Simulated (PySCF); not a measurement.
Cl4Ge, charge +1, doublet, at a GFN2-xTB geometry (a state made from the parent by changing its charge; the spin is typed, not shown lowest); SVWN5/STO-3G run with PySCF.

PySCF was given this input:
```python
from pyscf import gto, scf, dft

mol = gto.Mole()
mol.atom = '''
    Cl   -0.949116   -1.527147   -1.175751
    Ge   -0.000000   -0.000000    0.000000
    Cl    2.102922   -0.413682    0.148245
    Cl   -0.289573    1.910397   -0.939107
    Cl   -0.864233    0.030432    1.966613
'''
mol.basis = 'sto-3g'
mol.charge = 1
mol.spin = 1
mol.verbose = 5
mol.build()

mf = dft.UKS(mol)
mf.xc = 'lda,vwn'
mf.kernel()
mf.analyze()
```

Write the output that PySCF gives for this input, abridged.


```
PySCF version 2.14.0

[INPUT] verbose = 5
[INPUT] max_memory = 4000
[INPUT] num. atoms = 5
[INPUT] num. electrons = 99
[INPUT] charge = 1
[INPUT] spin (= nelec alpha-beta = 2S) = 1
[INPUT] symmetry False subgroup None
[INPUT] Mole.unit = angstrom
[INPUT] Symbol           X                Y                Z      unit          X                Y                Z       unit  Magmom
[...]
[INPUT] ---------------- BASIS SET ----------------
[INPUT] l, kappa, [nprim/nctr], expnt,             c_1 c_2 ...
[INPUT] Cl
[...]
                                109.5358542       0.5353281423
                                29.64467686       0.4446345422
[...]
                                9.053563477       0.3995128261
                                2.944499834       0.7001154689
[...]
                                0.5940934274      0.2255954336
                                0.232524141       0.900398426
[...]
                                9.053563477       0.6076837186
                                2.944499834       0.3919573931
[...]
                                0.5940934274      0.5951670053
                                0.232524141       0.462001012
[INPUT] Ge
[...]
                                400.0741292       0.5353281423
                                108.2756726       0.4446345422
[...]
                                41.91853304       0.3995128261
                                13.63320795       0.7001154689
[...]
                                4.33043264        0.2175436044
                                1.670815538       0.9166769611
[...]
                                0.363834215       0.0196064117
                                0.1606730254      1.131034442
[...]
                                41.91853304       0.6076837186
                                13.63320795       0.3919573931
[...]
                                4.33043264        0.5777664691
                                1.670815538       0.4846460366
[...]
                                0.363834215       0.5715227604
                                0.1606730254      0.5498949471
[...]
                                4.33043264        0.6555473627
                                1.670815538       0.286573259

nuclear repulsion = 797.543052840426
number of shells = 28
number of NR pGTOs = 162
number of NR cGTOs = 54
basis = sto-3g
ecp = {}

******** <class 'pyscf.dft.uks.UKS'> ********
method = UKS
initial guess = minao
damping factor = 0
level_shift factor = 0
[...]
SCF not converged.
Total Energy =                       -3864.101382020934125
[...]
spin_pop of  1 Ge 2s       -0.00000
spin_pop of  1 Ge 3s        0.00000
spin_pop of  1 Ge 4s       -0.00534
spin_pop of  1 Ge 2px      -0.00000
spin_pop of  1 Ge 2py      -0.00000
spin_pop of  1 Ge 2pz      -0.00000
spin_pop of  1 Ge 3px       0.00001
spin_pop of  1 Ge 3py       0.00001
spin_pop of  1 Ge 3pz       0.00001
spin_pop of  1 Ge 4px      -0.00691
spin_pop of  1 Ge 4py      -0.00703
spin_pop of  1 Ge 4pz      -0.00727
spin_pop of  1 Ge 3dxy      0.03390
spin_pop of  1 Ge 3dyz      0.01357
spin_pop of  1 Ge 3dz^2     0.00186
spin_pop of  1 Ge 3dxz      0.00019
spin_pop of  1 Ge 3dx2-y2    0.03286
spin_pop of  2 Cl 1s        0.00000
spin_pop of  2 Cl 2s       -0.00000
spin_pop of  2 Cl 3s        0.00027
spin_pop of  2 Cl 2px       0.00000
spin_pop of  2 Cl 2py       0.00001
spin_pop of  2 Cl 2pz       0.00000
spin_pop of  2 Cl 3px       0.02226
spin_pop of  2 Cl 3py       0.04210
spin_pop of  2 Cl 3pz       0.01599
spin_pop of  3 Cl 1s       -0.00000
spin_pop of  3 Cl 2s       -0.00000
spin_pop of  3 Cl 3s        0.00003
spin_pop of  3 Cl 2px       0.00013
spin_pop of  3 Cl 2py       0.00002
spin_pop of  3 Cl 2pz       0.00002
spin_pop of  3 Cl 3px       0.57568
spin_pop of  3 Cl 3py       0.08230
spin_pop of  3 Cl 3pz       0.11187
spin_pop of  4 Cl 1s       -0.00000
spin_pop of  4 Cl 2s       -0.00000
spin_pop of  4 Cl 3s        0.00008
spin_pop of  4 Cl 2px       0.00000
spin_pop of  4 Cl 2py       0.00000
spin_pop of  4 Cl 2pz      -0.00000
spin_pop of  4 Cl 3px       0.00282
spin_pop of  4 Cl 3py       0.00135
spin_pop of  4 Cl 3pz       0.00323
 ** Mulliken Spin Density (per atom)  **
spin density of  0 Cl =      0.08597
spin density of  1 Ge =      0.05587
spin density of  2 Cl =      0.08064
spin density of  3 Cl =      0.77005
spin density of  4 Cl =      0.00747
 ** Mulliken pop alpha/beta on meta-lowdin orthogonal AOs **
 ** Mulliken pop       alpha | beta **
In total            50.00000 | 49.00000
 ** Mulliken atomic charges   ( Nelec_alpha | Nelec_beta ) **
charge of  0Cl =     -0.06499  (     8.57548      8.48951 )
charge of  1Ge =      0.64643  (    15.70472     15.64885 )
charge of  2Cl =     -0.07115  (     8.57590      8.49526 )
charge of  3Cl =      0.64173  (     8.56416      7.79411 )
charge of  4Cl =     -0.15202  (     8.57975      8.57228 )

WARN: System has nonzero charge 1; the dipole moment is origin-dependent.
Location of origin: [0. 0. 0.]

Dipole moment(X, Y, Z, Debye): -0.67645,  6.43939, -3.99035
```

Convergence was not reached.
